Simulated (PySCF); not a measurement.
Stretching AsI

Set-up: basis As cc-pVTZ-PP with ECP10, I cc-pVTZ-PP with ECP28; scalar-relativistic core potentials; PySCF 2.14. Energies in eV from As + I in their ground configurations at the same level. State: ³Σ⁻ (triplet), unpaired electrons π ↑↑.

All columns are PBE0. A positive dipole means As(−)I(+).

| R (Å) | E (eV) | μ (D) | Mulliken charge on As (basis-dependent) | HOMO (eV) | LUMO (eV) | Mayer bond order | ⟨S²⟩ |
| --- | --- | --- | --- | --- | --- | --- | --- |
| 2.153 | -1.323 | 0.64 | -0.01 | -5.89 | -2.56 | 1.53 | 2.01 |
| 2.253 | -1.959 | 0.26 | 0.01 | -6.09 | -2.70 | 1.46 | 2.01 |
| 2.353 | -2.296 | -0.14 | 0.04 | -6.28 | -2.83 | 1.40 | 2.01 |
| 2.428 | -2.410 | -0.44 | 0.07 | -6.42 | -2.92 | 1.35 | 2.01 |
| 2.503 | -2.436 | -0.75 | 0.09 | -6.55 | -3.01 | 1.30 | 2.01 |
| 2.578 | -2.399 | -1.05 | 0.11 | -6.67 | -3.09 | 1.26 | 2.01 |
| 2.678 | -2.278 | -1.44 | 0.14 | -6.81 | -3.19 | 1.21 | 2.01 |
| 2.803 | -2.055 | -1.90 | 0.17 | -6.95 | -3.31 | 1.14 | 2.02 |
| 2.954 | -1.733 | -2.40 | 0.20 | -7.07 | -3.64 | 1.07 | 2.03 |
| 3.154 | -1.290 | -2.90 | 0.22 | -7.13 | -4.18 | 0.95 | 2.10 |

A fit through these points gives, at Re = 2.493 Å, μ = -0.71 D and dμ/dR = -4.02 D/Å; the reduced mass is 47.11 u.

Q: How strong is the fundamental in the double-harmonic approximation, I = 42.26·(dμ/dR)²/μred km/mol?

A: I = 42.26·(-4.02)²/47.11 = 14.5 km/mol at PBE0.

These are scalar-relativistic numbers at best; spin–orbit coupling would shift them, the dissociation energy most. The state was picked by a PBE0 search and need not be the measured ground state.
